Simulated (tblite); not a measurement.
Task: What does the GFN2-xTB structure of `C1CC1C1[Si@H](C=CC=1)CF` look like in three dimensions?

Result: 
```xyz
21
C8H11FSi angstrom
F     -3.6658   -1.6305    0.7579
C     -2.3372   -1.3421    0.9957
Si    -1.6437   -0.2349   -0.4130
C     -2.0465    1.5944   -0.2513
C     -0.9024    2.2680   -0.0595
C      0.3201    1.4898    0.0008
C      0.1932    0.1569   -0.1415
C      1.2884   -0.8184   -0.1172
C      2.6420   -0.4752   -0.6931
C      2.4856   -0.6172    0.7818
H     -2.2958   -0.8618    1.9759
H     -1.8239   -2.3047    1.0546
H     -1.9482   -0.8493   -1.7064
H     -3.0027    2.0842   -0.3136
H     -0.8499    3.3417    0.0565
H      1.2596    1.9997    0.1599
H      0.9636   -1.8436   -0.2507
H      2.7681    0.5149   -1.1034
H      3.1734   -1.2437   -1.2339
H      2.9062   -1.4858    1.2659
H      2.5070    0.2747    1.3888
```

Any rigid rotation of these coordinates is as good. Atoms count from 1 in this order. Of the pairs four or more bonds apart, C6···H18 is among the closest relative to their van der Waals radii: 2.86 Å, 99 % of the sum of Bondi's values. The 7 C–C bonds span 1.341 Å (C4=C5, drawn double) to 1.511 Å (C8–C10, drawn single), a spread of 0.170 Å. The 3-membered ring C8–C9–C10 has internal angles of 59.1° to 60.5°. Si3 (SiH silicon) has angles from 89.7° to 116.1°.

Bonds between heavy atoms (Å): F1–C2 1.380, C2–Si3 1.921, Si3–C4 1.880, C4=C5 1.341, C5–C6 1.450, C6=C7 1.346, C7–C8 1.467, C8–C9 1.510, C9–C10 1.490, Si3–C7 1.898, C8–C10 1.511.

The geometry is computed with GFN2-xTB (gas phase).

Point group: C1 (no symmetry element, even within 0.4 Å). Its GFN2-xTB frequencies are all real (lowest 40 cm⁻¹). One conformer, not necessarily the lowest (F1–C2–Si3–C4 81°, C6–C7–C8–C9 -35°). 2 starts were optimised and ended at 0.00 and 1.12 kcal/mol (GFN2-xTB); the lowest of these is shown.
